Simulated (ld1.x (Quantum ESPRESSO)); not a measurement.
## Ranking RRKJ potentials for molybdenum (Mo)

All share these settings but for the change named:

- Element: molybdenum (Mo)
- Generator: ld1.x (Quantum ESPRESSO) 7.5
- Type: norm-conserving RRKJ (Kleinman–Bylander form)
- Functional: PBE
- Relativity: scalar-relativistic
- Frozen core: [Ar] 3d10
- Valence charge: 14
- Reference configuration: 4s2 4p6 4d5 5s0 5p1
- Partial waves: 4p (bound): rc 1.75 bohr; 4d (bound): rc 1.75 bohr; 4s (bound): rc 1.75 bohr
- Local potential: the s channel
- Core correction: none
- rho0: 0.01

Occupied shells without a wave of their own: 5p. They enter only through the test configuration that unscreens the potential.

Cutoff: the first of the cutoffs (Ry, on a coarse ladder) from which the occupation-weighted sum of valence levels, in a spherical-Bessel basis at the reference potential, stays within 10 and 1 mRy of its value at 400 Ry; the density cutoff is not measured.

The base gives 45 Ry.

Of 8 variants that were run, those that failed, showed a ghost or another fault, or gave nearly equal values are left out.

A variant can come out equal or close to the base.

Rank these variants from softest to hardest (loose cutoff).
A. all radii scaled by about 0.88 (s 1.54, p 1.54, d 1.54 bohr)
B. wave 4p (bound): rc 1.75 bohr becomes 4p (bound): rc 1.76 bohr
C. core [Ar] 3d10 4s2, valence charge 12; reference 4p6 4d5 5s0 5p0; waves now 4p (bound): rc 1.95 bohr; 4d (bound): rc 2.50 bohr; 5s (bound): rc 2.80 bohr; core correction Bessel-smoothed model core inside 1.00 bohr

C (30 Ry), B (45 Ry), A (70 Ry).
